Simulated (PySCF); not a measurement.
Species: C₃H₁₀B₃N₃.
SMILES with atom numbers: `[CH2:1]=[CH:2][CH2:3][N:4]1[BH:5][NH:6][BH:7][NH:8][BH:9]1` (hydrogens: H10, H11 on C1; H12 on C2; H13, H14 on C3; H15 on B5; H16 on N6; H17 on B7; H18 on N8; H19 on B9)

Level: B3LYP/def2-SVPD in PySCF, non-relativistic, on one gas-phase PBE0-D3(BJ)/def2-SVP geometry that isn't relaxed in the solvent. The solvent is an IEF-PCM continuum (Bondi radii, 1.10 Å for H, scaled by 1.2), and excitations are vertical TDDFT with non-equilibrium linear response and a frozen core. Specific hydrogen bonds and non-electrostatic terms are outside this model.

Gas-phase singlets (H = HOMO, L = LUMO):

| state | E (eV) | λ (nm) | f | leading configuration |
| --- | --- | --- | --- | --- |
| S1 | 6.396 | 194 | 0.007 | H-1→L+1 43% |
| S2 | 6.475 | 191 | 0.010 | H→L 46% |
| S3 | 6.516 | 190 | 0.018 | H→L 28% |
| S4 | 6.590 | 188 | 0.002 | H-1→L+2 72% |
| S5 | 6.805 | 182 | 0.135 | H-1→L 82% |

Problem. What are the lowest 5 singlets in chloroform (ε = 4.711)?

Solution. 
| state | E (eV) | λ (nm) | f | leading configuration | change by rank (eV) |
| --- | --- | --- | --- | --- | --- |
| S1 | 6.359 | 195 | 0.010 | H-1→L+1 52% | -0.037 |
| S2 | 6.471 | 192 | 0.016 | H→L+1 42% | -0.004 |
| S3 | 6.509 | 190 | 0.024 | H→L 43% | -0.007 |
| S4 | 6.555 | 189 | 0.003 | H-1→L+2 76% | -0.035 |
| S5 | 6.748 | 184 | 0.193 | H-1→L 85% | -0.057 |

Problem. The ground-state energy changes by -0.109 eV from gas to chloroform. By how much does the total energy of gas-phase S4 change?

Solution. E(S4) = E(S0) + excitation energy, so it changes by -0.109 − 0.035 = -0.144 eV: it is lowered more than the ground state, which is what a red shift means. This is the vertical state, with the slow part of the continuum still set for S0.

Problem. How do the frontier levels move from gas to chloroform?

Solution. 
```tsv
orbital	gas (eV)	solvent (eV)	change (eV)	Löwdin shares, gas	Löwdin shares, solvent
LUMO+2	0.07	0.10	+0.03	C2 27 %, C1 21 %, B5 10 %, B9 7 %	C2 30 %, C1 24 %, B5 8 %, H11 7 %
LUMO+1	0.01	0.04	+0.03	B9 17 %, B5 16 %, C1 15 %, N4 9 %	B9 19 %, B5 18 %, C1 12 %, N4 10 %
LUMO	-0.05	-0.03	+0.02	B7 30 %, B9 11 %, N8 11 %, N6 10 %	B7 30 %, B9 11 %, N8 11 %, N6 10 %
HOMO	-7.24	-7.22	+0.02	C1 38 %, C2 34 %, C3 8 %	C1 38 %, C2 34 %, C3 8 %
HOMO-1	-7.51	-7.45	+0.06	N4 42 %, N8 9 %, N6 8 %, C3 8 %	N4 42 %, N8 9 %, N6 8 %, C3 8 %
HOMO-2	-7.97	-7.90	+0.07	N6 34 %, N8 34 %, B5 8 %, B9 8 %	N6 34 %, N8 34 %, B9 8 %, B5 8 %
HOMO-3	-8.91	-8.89	+0.02	B9 19 %, B5 18 %, H19 16 %, H15 15 %	B9 19 %, B5 18 %, H19 16 %, H15 15 %
```

The HOMO–LUMO gap goes from 7.19 to 7.20 eV.

Time: 2.1 min of wall time; peak memory 1.2 GiB. Hardware: an Intel Xeon at 2.50 GHz with one thread, on a shared host. This is the whole response run at B3LYP/def2-SVPD in chloroform, SCF included.
